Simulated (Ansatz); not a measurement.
Reaction (homolysis of the C–Ge bond): `[CH3][GeH2][SeH]` → `[CH3]`• + `[GeH2][SeH]`•

Computed with Ansatz on PBE0-D4/def2-TZVP structures; ΔE is electronic, products minus reactants. CBS: MP2 limit from def2 TZ/QZ plus the TZ coupled-cluster correction, frozen cores. This one scheme is used for every species. Functionals use def2-TZVPP. Open shells (•) are unrestricted, without spin–orbit coupling. For Ge, Se outer-core shells are correlated without core-valence functions, which leaves a few kJ/mol of doubt a bond. Scalar relativity is left out up to krypton. Each species was taken in one conformer, which may not be the lowest.

| level | ΔE (kcal/mol) | difference from CCSD(T)/CBS |
| --- | --- | --- |
| LDA (SPW92) | 91.7 | 8.0 |
| PBE-D4 | 78.5 | -5.2 |
| r2SCANh-D4 | 74.9 | -8.8 |
| PBE0 | 77.7 | -6.0 |
| CAM-B3LYP | 77.0 | -6.7 |
| HF/def2-SVP | 57.0 | -26.7 |
| HF/def2-TZVPP | 56.0 | -27.7 |
| MP2/def2-TZVPP | 85.6 | 1.9 |
| SCS-MP2/def2-TZVPP | 84.2 | 0.5 |
| CCSD/def2-TZVPP | 79.7 | -4.0 |
| CCSD(T)/CBS | 83.7 | 0 |

Largest T1 diagnostic among the species: 0.013.

In def2-TZVPP, CCSD(T) changes the Hartree–Fock value by +25.7 kcal/mol (the triples alone add +2.0 kcal/mol) and MP2 by +29.6 kcal/mol; breaking electron pairs costs correlation energy, which Hartree–Fock lacks. At CCSD(T), def2-SVP lies −5.9 kcal/mol from the extrapolated value and def2-TZVPP −2.0 kcal/mol: correlation converges slowly with the basis, and small sets miss more of it in the bonded molecule than in its fragments.
